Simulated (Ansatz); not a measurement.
Born–Oppenheimer molecular dynamics of ClH3O2Si (7 atoms, charge 0, multiplicity 1). It starts from a relaxed structure.

Computed with RKS BHLYP-D4/def2-SVP in Ansatz.

```
ensemble        : NVT, Langevin thermostat
time step       : 0.5 fs
steps asked     : 100
set temperature : 700 K
friction        : 0.001 /fs
seed            : 126243
```

First frame:

```xyz
7
Properties=species:S:1:pos:R:3
Si -0.069 -0.016 -0.018
Cl -0.089 0.082 2.048
H 1.325 -0.048 -0.451
O -0.751 1.302 -0.686
H -1.698 1.410 -0.643
O -0.934 -1.341 -0.443
H -0.986 -2.085 0.149
```

Question: How far do the bonds stretch over the last three quarters of this one trajectory? (Pairs bonded in most of those frames.)

Answer: 
```tsv
bond	mean (Å)	spread (Å)	shortest	longest
Si1–Cl2	2.070	0.041	2.01	2.12
Si1–H3	1.468	0.046	1.40	1.54
Si1–O4	1.643	0.046	1.57	1.71
Si1–O6	1.647	0.047	1.58	1.71
O4–H5	0.956	0.005	0.94	0.96
O6–H7	0.953	0.007	0.94	0.97
```

Mean temperature of the second half: 347 K. The mean temperature of the second half is 50 % below the set value. A run of 0.05 ps of so small a system gives no equilibrium averages.

Run time: 4.3 min on 1 thread of Intel(R) Xeon(R) Platinum 8259CL CPU @ 2.50GHz (Skylake/Cascade Lake), on a shared host, peak memory 0.17 GiB.
